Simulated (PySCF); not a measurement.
Polarisability and C₆ of Cr (chromium, neutral)

[Ar] 3d5 4s1, high-spin 7S determinant. Calculation: PySCF 2.14, in aug-cc-pVQZ-DK (9s8p6d4f3g2h, 140 functions); scalar relativity by spin-free X2C-1e. Coupled (time-dependent) response in atomic units; α is the mean over directions.

| method | mean α (bohr³) | C₆ (like pair) | S(−4) |
| --- | --- | --- | --- |
| BP86 | 68.45 | 565.1 | 3505 |

S(−4) is the Cauchy moment in α(ω) = α(0) + S(−4) ω² + …

Reference α: 83 ± 12 bohr³ (recommended; Schwerdtfeger and Nagle, table of static dipole polarizabilities (2023 update)). Published C₆: 602.0 (Chu and Dalgarno (2004); Tang, Norbeck and Certain (1976)).

α(iu) at BP86:

```tsv
u (hartree)	α(iu) (bohr³)
0	68.45
0.0500	60.85
0.100	46.51
0.200	26.23
0.300	16.82
0.500	9.160
0.750	5.563
1.00	3.889
1.50	2.319
2.00	1.578
3.00	0.8843
5.00	0.4005
```
